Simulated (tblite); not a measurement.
C4H8BNSi.
Bonds: B1–N2, N2–C3 (triple), C3–C4, C4–C5, C5–C6 (triple), C6–Si7. Hydrogens: H8, H9, H10 on B1; H11, H12 on C4; H13, H14, H15 on Si7.
Bond orders are those of one Lewis drawing.

Computed with GFN2-xTB (tblite), gas phase: L-BFGS steps from a force-field or distance-geometry start until the largest atomic force falls under 0.01 eV/Å.

The end geometry, which sets the zero of energy:
```
atom  x, y, z in Å
B1     -3.3571    0.2800   -0.8486
N2     -2.2160   -0.2034   -0.0721
C3     -1.3292   -0.5946    0.5473
C4     -0.1792   -1.0505    1.2866
C5      1.0292   -0.4576    0.7244
C6      2.0166    0.0399    0.2489
Si7     3.5402    0.8013   -0.4769
H8     -3.7116    1.2853   -0.3140
H9     -2.9379    0.4604   -1.9506
H10    -4.1736   -0.5884   -0.7986
H11    -0.1179   -2.1437    1.2291
H12    -0.2823   -0.7596    2.3388
H13     4.6160    0.6370    0.5032
H14     3.8419    0.0870   -1.7176
H15     3.2565    2.2147   -0.7219
```

Question: These geometries come from the run, each turned onto the end geometry. Order them by energy, lowest first.
A.
```
atom  x, y, z in Å
B1     -3.3720    0.2704   -0.8562
N2     -2.2124   -0.2130   -0.0517
C3     -1.3076   -0.5857    0.5651
C4     -0.1642   -1.0673    1.3333
C5      1.0551   -0.4611    0.7914
C6      2.0323    0.0371    0.2944
Si7     3.5407    0.7925   -0.4799
H8     -3.7630    1.3070   -0.4020
H9     -2.9966    0.5023   -1.9677
H10    -4.2086   -0.5852   -0.8238
H11    -0.1187   -2.1611    1.1894
H12    -0.2750   -0.8271    2.4123
H13     4.6296    0.6775    0.4880
H14     3.8139    0.1114   -1.7432
H15     3.3420    2.2102   -0.7715
```
B.
```
atom  x, y, z in Å
B1     -3.3558    0.2793   -0.8496
N2     -2.2146   -0.1867   -0.0625
C3     -1.3262   -0.5765    0.5549
C4     -0.1820   -1.0511    1.2889
C5      1.0283   -0.4446    0.7458
C6      2.0212    0.0558    0.2833
Si7     3.5393    0.8033   -0.4740
H8     -3.7266    1.2848   -0.3263
H9     -2.9308    0.4471   -1.9520
H10    -4.1644   -0.5975   -0.7974
H11    -0.1246   -2.1408    1.1873
H12    -0.2926   -0.7983    2.3495
H13     4.6324    0.6420    0.4882
H14     3.8112    0.0734   -1.7139
H15     3.2807    2.2176   -0.7440
```
C.
```
atom  x, y, z in Å
B1     -3.3607    0.2793   -0.8546
N2     -2.2196   -0.1848   -0.0681
C3     -1.3378   -0.5698    0.5651
C4     -0.1807   -1.0531    1.2908
C5      1.0413   -0.4486    0.7633
C6      2.0302    0.0476    0.2894
Si7     3.5392    0.7998   -0.4758
H8     -3.7369    1.2862   -0.3335
H9     -2.9441    0.4501   -1.9605
H10    -4.1723   -0.5897   -0.8061
H11    -0.1201   -2.1481    1.2017
H12    -0.2904   -0.8205    2.3598
H13     4.6321    0.6533    0.4885
H14     3.8119    0.0861   -1.7251
H15     3.3035    2.2201   -0.7567
```
D.
```
atom  x, y, z in Å
B1     -3.3619    0.2780   -0.8545
N2     -2.2164   -0.1947   -0.0640
C3     -1.3325   -0.5727    0.5705
C4     -0.1816   -1.0564    1.3001
C5      1.0457   -0.4583    0.7836
C6      2.0290    0.0413    0.2929
Si7     3.5410    0.7998   -0.4786
H8     -3.7466    1.2894   -0.3591
H9     -2.9654    0.4672   -1.9616
H10    -4.1847   -0.5849   -0.8138
H11    -0.1163   -2.1453    1.2062
H12    -0.2813   -0.8320    2.3657
H13     4.6332    0.6629    0.4905
H14     3.8134    0.0949   -1.7361
H15     3.3199    2.2186   -0.7639
```
E.
```
atom  x, y, z in Å
B1     -3.3735    0.2605   -0.8538
N2     -2.2243   -0.2110   -0.0571
C3     -1.2979   -0.5906    0.5648
C4     -0.1539   -1.0695    1.3474
C5      1.0588   -0.4589    0.7884
C6      2.0397    0.0399    0.2912
Si7     3.5346    0.7828   -0.4757
H8     -3.7671    1.3146   -0.4086
H9     -3.0012    0.5101   -1.9713
H10    -4.2113   -0.5837   -0.8255
H11    -0.1206   -2.1702    1.1829
H12    -0.2756   -0.8239    2.4253
H13     4.6285    0.6804    0.4869
H14     3.8138    0.1151   -1.7435
H15     3.3455    2.2121   -0.7736
```

Answer: B (0.002 eV), C (0.010 eV), D (0.024 eV), A (0.087 eV), E (0.163 eV).

In the order of the answer:

| step | E above end (eV) | largest force (eV/Å) | rms force component (eV/Å) | rms distance from end (Å) | rms bond change (Å) | bond most changed (Å) |
| --- | --- | --- | --- | --- | --- | --- |
| 13 | 0.002 | 0.09 | 0.021 | 0.026 | 0.001 | C6–Si7 +0.002 |
| 8 | 0.010 | 0.19 | 0.066 | 0.033 | 0.003 | C3–C4 +0.008 |
| 6 | 0.024 | 0.41 | 0.089 | 0.042 | 0.004 | C6–Si7 +0.008 |
| 2 | 0.087 | 0.53 | 0.160 | 0.061 | 0.011 | B1–N2 +0.029 |
| 0 | 0.163 | 2.54 | 0.587 | 0.066 | 0.015 | N2≡C3 +0.028 |

The cost below is that of the whole relaxation. Hardware: one thread of an Arm Neoverse V2, shared host with 32 logical CPUs at a one-minute load of 15. Cost: 0.18 s wall.
